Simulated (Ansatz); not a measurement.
```yaml
crystal:
  periodic: [false, false, false]
  atoms:
    - {symbol: C, position_ang: [-1.454045, -2.350253, -0.774179]}
    - {symbol: C, position_ang: [-2.490449, -1.555116, 0.001404]}
    - {symbol: C, position_ang: [-2.619483, -2.065440, 1.428736]}
    - {symbol: N, position_ang: [-2.135884, -0.144145, -0.017194]}
    - {symbol: Zr, position_ang: [-0.624524, 0.843110, -0.931433]}
    - {symbol: F, position_ang: [-1.063679, 2.715754, -0.937693]}
    - {symbol: F, position_ang: [-0.262344, 0.185232, -2.710027]}
    - {symbol: N, position_ang: [0.998387, 0.515843, 0.248216]}
    - {symbol: C, position_ang: [2.340984, 1.038817, 0.051359]}
    - {symbol: C, position_ang: [2.806208, 1.841040, 1.257376]}
    - {symbol: C, position_ang: [2.373600, 1.885150, -1.211586]}
    - {symbol: H, position_ang: [-0.463974, -2.242142, -0.315920]}
    - {symbol: H, position_ang: [-1.390694, -2.022678, -1.815313]}
    - {symbol: H, position_ang: [-1.701300, -3.413269, -0.775819]}
    - {symbol: H, position_ang: [-3.461193, -1.693062, -0.497723]}
    - {symbol: H, position_ang: [-3.363857, -1.490527, 1.985881]}
    - {symbol: H, position_ang: [-1.663079, -1.976624, 1.951411]}
    - {symbol: H, position_ang: [-2.926051, -3.114658, 1.443183]}
    - {symbol: H, position_ang: [-2.803945, 0.403762, 0.516461]}
    - {symbol: H, position_ang: [0.933532, -0.022113, 1.103175]}
    - {symbol: H, position_ang: [3.040951, 0.201260, -0.091800]}
    - {symbol: H, position_ang: [2.780303, 1.231828, 2.164886]}
    - {symbol: H, position_ang: [3.831050, 2.197702, 1.122025]}
    - {symbol: H, position_ang: [2.153979, 2.705092, 1.410850]}
    - {symbol: H, position_ang: [1.707088, 2.750823, -1.115524]}
    - {symbol: H, position_ang: [2.081306, 1.303528, -2.092109]}
    - {symbol: H, position_ang: [3.377122, 2.271096, -1.398645]}
basis:
  gaussian: {orbitals: cc-pVTZ-DK}
magnetization: {spin_polarized: true, initial_magnetization: 1}
hamiltonian: {xc: {name: PBE0-DH}}
scf: {lower_state_search: full}
```

```sh
$ ansatz run in.yaml --threads 10 --pin off --events-out ev --progress --plain --max-ram 110592MiB --backend cuda --devices 0, --max-vram 75GiB
```

It prints (some lines left out):

```
Error: a molecule whose nuclei and cores have a total charge of 124 cannot have a net charge of 0 together with 1 unpaired electrons
```

Question: What is wrong with this run?

Answer: The number of unpaired electrons doesn't fit the electron count. The input was rejected before any iteration.
